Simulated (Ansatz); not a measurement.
The same atomization along the group C, Si, Ge, Sn.

Gas-phase electronic energies from Ansatz, PBE0-D4/def2-TZVP geometries. CCSD(T)/CBS adds triple-zeta CCSD(T) − MP2 to the extrapolated MP2 energy (def2 sets, frozen cores). Small cases extrapolate CCSD(T) itself. DFT in def2-TZVPP. Open shells (•) are unrestricted, without spin–orbit coupling. Spin–orbit coupling would lower the free atoms: a little for C, F, Si; clearly for Ge; strongly for Sn. Elements past krypton have def2 core potentials. For Ge, Sn outer-core shells are correlated without core-valence functions, so the limit isn't a true one: a few kJ/mol of doubt a bond, and 10 to 20 or more in all where bonds break to atoms. Scalar relativity is left out up to krypton.

```csv
reaction,B97M-V (kcal/mol),CCSD(T)/CBS(def2) (kcal/mol)
difluoromethane → C• + 2 F• + 2 H•,435.4,437.1
`F[SiH2]F` → Si• + 2 F• + 2 H•,442.2,447.6
`[F][GeH2][F]` → Ge• + 2 F• + 2 H•,382.2,381.7
`[F][SnH2][F]` → Sn• + 2 F• + 2 H•,348.4,346.9
```

Largest T1 diagnostic: 0.014, for `[F][SnH2][F]`.

Extrapolated directly: difluoromethane → C• + 2 F• + 2 H•; `F[SiH2]F` → Si• + 2 F• + 2 H•.

For atomizations the MP2-based limit and the directly extrapolated one differ by several kJ/mol either way, and by 10 to 25 for some Ge, Se and Sn compounds, so smaller differences from it don't rank the levels.
